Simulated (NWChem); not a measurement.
System meant: CH4SeZn; SMILES [Zn]([CH3])[SeH]

The following NWChem deck was run.

```
start job
memory heap 200 mb stack 900 mb global 1100 mb
geometry units angstroms noautoz
  Zn     0.043769    -0.836264    -0.000557
  C      0.140169    -2.775780     0.000611
  H     -0.318981    -3.196319    -0.907709
  H     -0.382633    -3.196847     0.873736
  H      1.187812    -3.114016     0.038967
  Se    -0.049957     1.466586    -0.004924
  H     -1.489065     1.422653     0.306478
end
basis spherical
  * library def2-svp
end
dft
  xc b3lyp
  iterations 4
  mulliken
end
task dft energy
```

End of the output:

```
    Atom       Charge   Shell Charges
 -----------   ------   -------------------------------------------------------
    1 Zn  30    29.46   2.00  2.00  1.96  0.68  0.23  5.99  5.91  0.75  7.75  2.20  0.00
    2 C    6     6.36   1.96  0.60  0.36  1.87  1.53  0.04
    3 H    1     0.98   0.63  0.28  0.07
    4 H    1     0.98   0.63  0.28  0.07
    5 H    1     0.98   0.63  0.28  0.07
    6 Se  34    34.23   2.00  2.00  1.96  1.10  0.67  5.99  5.80  2.06  2.59  7.82  2.04  0.20
    7 H    1     1.02   0.60  0.36  0.07

 center of mass
 --------------
 x =   0.02091655 y =   0.24601283 z =  -0.00007624

 moments of inertia (a.u.)
 ------------------
        1210.568050082796          -0.000000000000          -0.000000000000
          -0.000000000000          19.130847339588           0.000000000000
          -0.000000000000           0.000000000000        1218.260936281424

     Multipole analysis of the density
     ---------------------------------

     L   x y z        total         alpha         beta         nuclear
     -   - - -        -----         -----         ----         -------
     0   0 0 0     -0.000000    -37.000000    -37.000000     74.000000

     1   1 0 0     -0.188769     -0.094385     -0.094385      0.000000
     1   0 1 0     -0.635797     -0.317898     -0.317898      0.000000
     1   0 0 1      0.000625      0.000313      0.000313     -0.000000

     2   2 0 0    -27.633514    -20.426114    -20.426114     13.218713
     2   1 1 0     -0.841608      1.791950      1.791950     -4.425509
     2   1 0 1      0.000632      0.000453      0.000453     -0.000275
     2   0 2 0    -33.436516   -325.654900   -325.654900    617.873285
     2   0 1 1     -0.003674      0.014264      0.014264     -0.032202
     2   0 0 2    -30.472075    -18.073315    -18.073315      5.674555

 ------------------------------------------------------------------------
 dft energy failed                                                                                  0
 ------------------------------------------------------------------------
 ------------------------------------------------------------------------
  current input line :
    20: task dft energy
 ------------------------------------------------------------------------
 ------------------------------------------------------------------------
 This type of error is most commonly associated with calculations not reaching convergence criteria
 ------------------------------------------------------------------------
 For more information see the NWChem manual at https://nwchemgit.github.io

0:dft energy failed:Received an Error in Communication
```

Q: Find the fault in this run and fix the input.

A: The run did not converge; its last values are not results. Cause: the SCF was allowed too few iterations. This input runs:
```
start job
memory heap 200 mb stack 900 mb global 1100 mb
geometry units angstroms noautoz
  Zn     0.043769    -0.836264    -0.000557
  C      0.140169    -2.775780     0.000611
  H     -0.318981    -3.196319    -0.907709
  H     -0.382633    -3.196847     0.873736
  H      1.187812    -3.114016     0.038967
  Se    -0.049957     1.466586    -0.004924
  H     -1.489065     1.422653     0.306478
end
basis spherical
  * library def2-svp
end
dft
  xc b3lyp
  iterations 150
  mulliken
end
task dft energy
```
It converges to -4221.00077 Ha (B3LYP/def2-SVP).
